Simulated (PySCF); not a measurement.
**NMR data sheet: C3H8F2O2Si**

```
Formula                               : C3H8F2O2Si
SMILES                                : CO[Si](F)(CF)OC
InChI                                 : InChI=1S/C3H8F2O2Si/c1-6-8(5,3-4)7-2/h3H2,1-2H3
Point group of the computed structure : C1
Degrees of unsaturation               : 0
Carbon signals                        : 2
Proton signals                        : 2
```

Mapped SMILES: `[CH3:1][O:2][Si:3]([F:4])([CH2:5][F:6])[O:7][CH3:8]`. Each H is labelled by its parent atom.

Theory: GIAO PBE0/pcSseg-1 shieldings, structure optimised with GFN2-xTB, in PySCF (one averaged value for each set of equivalent atoms, in vacuum, one conformer, non-relativistic Hamiltonian).

Chemical shifts δ = σref − σ; 1H and 13C and 29Si against TMS; 19F against CFCl3; 17O vs H2O, all at this level.

| carbon | δC, type | δH (multiplicity) | HMBC from (2–3 bonds) | span of the C tensor (ppm) |
| --- | --- | --- | --- | --- |
| C1/C8 | 53.8, CH3 | 4.01 (s) | – | 80 |
| C5 | 80.3, CH2 | 4.80 (m) | – | 116 |

Other nuclei:
| atoms | nucleus | environment | δ (ppm) | σ (ppm) |
| --- | --- | --- | --- | --- |
| F4 | 19F | fluorine bonded to Si | -156.4 | 327.3 |
| F6 | 19F | fluorine on an sp3 carbon | -319.2 | 490.2 |
| Si3 | 29Si | silicon bonded to C, F, 2 O | -65.0 | 414.1 |
| O2/O7 | 17O | oxygen bonded to C, Si | 29.1 | 307.0 |

Carbon types of the structure: 1 × CH2, 2 × CH3, which accounts for all hydrogens. δC 80.3: sp3 CH2 bonded to F and Si; deshielded by the electronegative neighbour. δC 53.8: methyl carbon bonded to O; deshielded by the electronegative neighbour. δH 4.80: hydrogen on an sp3 CH2 bonded to F and Si; its carbon carries F, an electronegative neighbour. δH 4.01: hydrogen on a methyl carbon bonded to O; its carbon carries O, hence the downfield position.

Splittings by 19F in the carbon and heteronuclear signals aren't shown, as no couplings were computed. Shifts are as computed. Against solution values, carbons near 30 ppm lie about +3 ppm off and those near 130 ppm about +5 ppm. Of 1211 compounds with measured shifts, 218 miss one by over three times the rms of a fit or turn the order of signals round; such compounds aren't used in these exercises. Unscaled 19F shifts against computed CFCl3 carry errors that often reach 10 to 50 ppm. Experimental scales use liquid or dissolved standards, which lie at an offset from isolated H2O (liquid H2O: subtract about 36 ppm). No couplings were computed; multiplicities are counted from neighbouring protons, with m where these are inequivalent, close in shift, in a saturated or five-membered ring or joined by F or P, and br s for small geminal =CH2 splittings.
